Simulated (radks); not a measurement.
Question: The terbium ion Tb4+, [Xe] 4f7. All-electron calculation, non-relativistic Kohn-Sham, exchange-only B88, spin-polarised, spherical densities, point nucleus. Program: a radial shooting solver on a logarithmic mesh with Libxc functionals. Every spin shell is full or empty, so the densities are truly spherical. Functionals are evaluated on that one density, not self-consistently. Rank these exchange functionals by their error against the exact value of the orbitals, and give that value: LDA, PBE, revPBE, PW91, PW86, OPTX, AM05, B86b, G96, revTPSS, MS2.

Answer: Exact: -241.360 hartree. From best to worst, with 100 (|E| - |E exact|)/|E exact| (equal figures are ties): B86b +0.08, PW91 +0.10, revPBE -0.19, PW86 -0.22, PBE -0.30, G96 +0.50, MS2 -0.57, revTPSS -0.84, OPTX +1.67, AM05 -3.95, LDA -4.21.
